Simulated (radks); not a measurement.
Values are calculated unless marked as measured or tabulated.
Question: Mean orbital radii <r> (bohr) of neutral lutetium, [Xe] 4f14 5d1 6s2, of relativity; Dirac values are averaged over j with weights 2j + 1. Spin-unpolarised spherical Kohn-Sham, PBE, point nucleus unless stated (finite: rms radius 5.37 fm), a radial shooting solver on a logarithmic mesh with Libxc functionals. A level marked "c x" has the speed of light scaled by that factor and shares open shells by 2j + 1; other Dirac levels either fill j = l - 1/2 first or share by 2j + 1.

shell  non-rel.
2p      0.07649
3s       0.2305
3p       0.2204
3d       0.1939
4s       0.5174
4p       0.5267
4d       0.5500
5s        1.281
5p        1.446
4f       0.6931
6s        3.968
5d        2.667

Give the values at the level "Dirac, 2j+1 shares, finite nucleus".

Answer: 
shell  Dirac, 2j+1 shares, finite nucleus  change of magnitude (%)
2p                                0.07248                    -5.24
3s                                 0.2122                    -7.95
3p                                 0.2115                    -4.06
3d                                 0.1925                    -0.72
4s                                 0.4779                    -7.63
4p                                 0.5067                    -3.79
4d                                 0.5478                    -0.40
5s                                  1.172                    -8.46
5p                                  1.393                    -3.72
4f                                 0.7256                    +4.69
6s                                  3.646                    -8.11
5d                                  2.934                   +10.03
